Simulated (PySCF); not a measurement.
Method: delta-SCF UKS SCAN, pcX-2 on the ionised atom, pcseg-1 elsewhere, spin-free X2C in PySCF 2.14.0. Geometries: PBE0-D3(BJ)/def2-SVP; isolated species, one conformer each. Values against the vacuum level.

Question: Rank by computed C 1s binding energy, lowest first.
A. C1 in `[CH3:1][C:2]#[C:3][C@@H:4]1[CH2:5][Si@H:6]([NH2:7])[O:8][SiH2:9]1`
B. C2 in `[CH3:1][C:2]([CH3:3])([CH3:4])[BH2-:5][OH:6]`
C. C1 in `[CH3:1][SiH2:2][Si@@H:3]([NH2:4])[c:5]1[cH:6][cH:7][cH:8][o:9]1`

Answer: B (284.55 eV), C (290.02 eV), A (291.52 eV).

From the lowest up, the atoms are bonded to: 3 C and B in a species of charge -1 (284.55); 3 H and Si (290.02); C and 3 H (291.52).

The basis sets have no added diffuse functions, a weakness for anions.
